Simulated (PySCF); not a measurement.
Cu2, SMILES [Cu][Cu], multiplicity 1.

Geometry: r2SCAN-D4/def2-TZVP. The spin state was assumed, not searched.

Calculation: PBE/def2-TZVPD (PySCF).

Gas-phase values at a fixed geometry.

```
Item                                                                                                            Result
---------------------------------------------------------------------------------------------  -----------------------
total energy                                                                                       -3280.56582 hartree
point group                                                                                                        D∞h
highest occupied level                                                                                        -4.83 eV
lowest empty level                                                                                            -3.03 eV
orbital gap                                                                                                    1.80 eV
dipole moment                                                                                                0.000 e·Å
quadrupole, principal values (traceless, Buckingham form, about the centre of nuclear charge)   -3.57, -3.57, 7.14 D·Å
mean static polarisability                                                                       73.3 bohr³ (10.85 Å³)
polarisability, principal values                                                               57.8, 57.8, 104.1 bohr³
```
